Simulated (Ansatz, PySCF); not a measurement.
Torsion F1–Te2–S3–H4 in FHSTe (SMILES F[Te]S); at each angle all else is relaxed with GFN2-xTB, and the levels are single points there.
Geometry at 270° (charge 0, multiplicity 1):
```xyz
4

F      1.773    -0.752     0.121
Te     0.924     1.022    -0.318
S     -1.233     0.449     0.402
H     -1.715    -0.041    -0.740
```

On the grid 0° to 330°, 0° is the highest and 270° the lowest point at MP2/CBS(def2-TZVPP, def2-QZVPP) + ΔCCSD(T)/def2-TZVPP.

Frozen-core correlation. Filled d and f shells under p-block atoms count as core. CBS: X⁻³ extrapolation of the correlation energy, Hartree–Fock from the larger set.

Programs: Ansatz (a program for electronic structure); PySCF for the dispersion terms.  In def2 rows elements past Kr take small-core potentials, without spin–orbit coupling.

PBE/def2-TZVPP gives 526.1 meV for the energy at 0° less that at 270°.

Q: Predict the shift from PBE, with its sign, for: PBE-D3(BJ)/def2-TZVPP, r2SCAN/def2-TZVPP, B3LYP/def2-TZVPP, wB97M-V/def2-TZVPP, MP2/CBS(def2-TZVPP, def2-QZVPP), MP2/CBS(def2-TZVPP, def2-QZVPP) + ΔCCSD(T)/def2-TZVPP.

A: PBE-D3(BJ)/def2-TZVPP -2.0; r2SCAN/def2-TZVPP -8.2; B3LYP/def2-TZVPP -51.6; wB97M-V/def2-TZVPP -85.6; MP2/CBS(def2-TZVPP, def2-QZVPP) -56.2; MP2/CBS(def2-TZVPP, def2-QZVPP) + ΔCCSD(T)/def2-TZVPP -82.6 meV. 0 of 6 lie above PBE; the widest gap is to wB97M-V/def2-TZVPP.
